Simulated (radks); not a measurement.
The numbers below are computed, except where a source is named.
Task: The mean radii <r> (bohr) of the occupied orbitals of an atom or ion are listed with their occupations. Code: a radial shooting solver on a logarithmic mesh with Libxc functionals. Model: scalar-relativistic Kohn-Sham, BLYP, spin-polarised, spherical densities, finite nucleus; Fermi nuclear charge, rms radius of each element as measured or else 0.836 A^(1/3) + 0.57 fm.

orbital  occ.      <r>
1s          2  0.04273
2s          2   0.1865
2p          6   0.1623
3s          2   0.4622

Name the element and its charge. Open shells, if any, are filled with parallel spins first.

Result: Z = 35, bromine, charge +23: Br23+ in [Ne] 3s2. The 1s radius gives Z: for a bare nucleus <r> = (2 gamma + 1)/(2Z) with gamma = sqrt(1 - (Z/c)^2), 0.04191 bohr for Z = 35, and screening makes it slightly larger (0.04273 here). The occupations add up to 12, and the charge is Z minus that.
